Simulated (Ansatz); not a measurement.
Frontier orbitals of BFH$_{5}$NOSi (`NB(F)O[SiH3]`).

The species carries charge 0 and has multiplicity 1. The geometry is a stationary point of PBE0-D4/def2-TZVP. It is one conformer, not always the lowest. Basis def2-TZVPP, the Gaussian-basis code of Ansatz.

Orbital energies of one run (eV). Highest occupied ones, from the top: -8.42, -9.57, -9.62, -11.19, -11.53, -11.62, -13.12, -13.24, -14.23, -14.90, -15.55, -17.16, -25.19, -29.38. Empty: 0.36, 1.62, 1.87, 1.87, 2.29, 2.48.

**Question.** Which functional gave them?
A. B3LYP
B. HSE06 (plane-wave form)
C. r2SCAN0
D. ωB97X-V

**Answer.** C. HOMO energies: r2SCAN0 -8.42, B3LYP -7.93, HSE06 -7.77, ωB97X-V -10.68 eV.

B3LYP here is the variant with VWN-RPA as its local correlation; programs differ in this.
